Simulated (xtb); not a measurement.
Br$_{3}$Sb, charge +1, doublet, geometry from GFN2-xTB (a state made from the parent by changing its charge; the spin is typed, not shown lowest). Base run: xtb with GFN2-xTB.

xtb was given this input:
```
$ xtb mol.xyz --gfn 2 --chrg 1 --uhf 1 --json

# file mol.xyz
4

Sb    -0.00424655    -0.01061037     0.90041461
Br     0.54273096    -2.14698769    -0.46015488
Br     1.59562012     1.54932591    -0.41163234
Br    -2.13216325     0.61312260    -0.44024549
```

Each row names what was changed in the base input (with any setting that the change needs).

```tsv
change	ΔE vs base (kcal/mol)	G_solv (kcal/mol)	SCF cycles
base	0.000	-	22
acc = 1000	0.048	-	12
acc = 0.1	0.000	-	26
alpb = hexane	-32.90	-33.11	22
etemp = 3000	-13.26	-	15
gbsa = toluene	-47.65	-47.80	21
```

ALPB and GBSA are two models with their own fitted parameters for each solvent, which aren't always the measured dielectric constant.
